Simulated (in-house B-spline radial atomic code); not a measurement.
Solving the quasi-particle equation for 5d of Pb⁴⁺

Configuration [Xe] 4f14 5d10, start HSE06; correlation leaves out the 11 deepest shells. Computed with an all-electron radial atomic-structure program (B-spline basis): all electrons, scalar-relativistic (spin-free one-electron X2C), finite nucleus, each spin shell either full or empty, empty states to l = 9 with an (l + 1/2)⁻⁴ tail; G0W0 by contour deformation at full frequency.

At the mean-field level ε = -63.479 eV the matrix elements are Σx = -41.435 eV, v_xc = -35.031 eV and Σc(ε) = -0.435 eV, and the slope of the correlation self-energy is dΣc/dω = -0.0434. The quasi-particle energy solves E = ε + Σx − v_xc + Σc(E).

Question: What does the linearised equation give?

Answer: Z = 1/(1 − dΣc/dω) = 1/1.0434 = 0.9584. The first-order shift is Σx − v_xc + Σc(ε) = -41.435 − (-35.031) + (-0.435) = -6.839 eV, so E ≈ ε + Z × shift = -63.479 + 0.9584 × (-6.839) = -70.033 eV.

Question: How does that compare with the full solution and with static screening?

Answer: Solving the equation at full frequency dependence gives E = -70.010 eV, where Σc = -0.127 eV and the weight is 0.951; the linearised value is off by 24 meV. Leaving Z out would give -70.318 eV. Static COHSEX puts -3.193 eV in place of Σc and gives -73.076 eV, 3.07 eV deeper.
